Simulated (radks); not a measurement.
The numbers below are computed, except where a source is named.
Task: Ionisation of Sm+, [Xe] 4f6 6s1, to Sm2+, [Xe] 4f6, under several functionals. Dirac Kohn-Sham, spin-unpolarised, spherical densities, finite nucleus; open shells fill j = l - 1/2 first; a radial shooting solver on a logarithmic mesh with Libxc functionals. Known Delta-SCF values: PBE 11.077 eV; HCTH/407 11.275 eV; PBEsol 10.976 eV. What does XLYP give, and what is its highest occupied eigenvalue?

Result: 11.274 eV by Delta-SCF; the 6s1/2 eigenvalue is -8.466 eV. NIST: 11.08 eV (semi-empirical).

Beside tabulated values, note that spin-unpolarised runs miss the spin-polarisation part of the exchange energy of open shells.
